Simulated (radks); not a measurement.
Values are calculated unless marked as measured or tabulated.
Problem. Rh+, 44 electrons, occupied as [Ar] 3d10 4s2 4p5.5 4d8 5p0.5 (fractional occupations, a model configuration). Code: a radial shooting solver on a logarithmic mesh with Libxc functionals. Model: scalar-relativistic Kohn-Sham, BLYP, spin-unpolarised, spherical densities, finite nucleus; Fermi nuclear charge, rms radius 4.4945 fm. Some entries of the table are withheld. Estimate them.

orbital  occ.  eigenvalue (eV)  r(max) (bohr)  <1/r> (bohr^-1)
1s          2        -23054.37        0.02118            47.05
2s          2        -3352.329         0.1198            10.65
2p          6              (1)        0.09574            10.32
3s          2        -608.3342         0.3515            3.710
3p          6        -494.4923         0.3446              (2)
3d         10        -312.3078            (3)            3.307
4s          2         -93.5481         0.8797            1.407
4p        5.5         -61.3154         0.9416            1.259
4d          8         -16.1152          1.132           0.9043
5p        0.5          -7.1894          3.103           0.3401

Solution. 
(1) 2p eigenvalue (eV): -3006.046
(2) 3p <1/r> (bohr^-1): 3.534
(3) 3d r(max) (bohr): 0.2913
